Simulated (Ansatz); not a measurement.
```yaml
crystal:
  periodic: [false, false, false]
  atoms:
    - {symbol: Xx, position_ang: [-0.952527, 0.229891, -0.109677]}
    - {symbol: H, position_ang: [0.653473, -0.230403, 0.382886]}
basis:
  gaussian: {orbitals: def2-TZVPP, fitting: {mean_field: cc-pVTZ-jkfit}}
total_charge: 1
magnetization: {spin_polarized: true, initial_magnetization: 1}
hamiltonian: {xc: {name: PBE0-DH}}
accuracy: high
output: {forces: true}
```

```sh
$ ansatz run in.yaml --threads 2 --pin off --events-out ev --progress --plain --max-ram 32768MiB --backend cpu
```

It prints (some lines left out):

```
Error: YAML parse error: error: line 4 column 16: `Xx` is not an element symbol (H … Og, case-exact)
 --> <input>:4:16
2 |   periodic: [false, false, false]
3 |   atoms:
4 |     - {symbol: Xx, position_ang: [-0.952527, 0.229891, -0.109677]}
5 |     - {symbol: H, position_ang: [0.653473, -0.230403, 0.382886]}
6 | basis:
```

(1) What is wrong with this run?

Results:

(1) An element symbol is wrong. The input was rejected before any iteration.
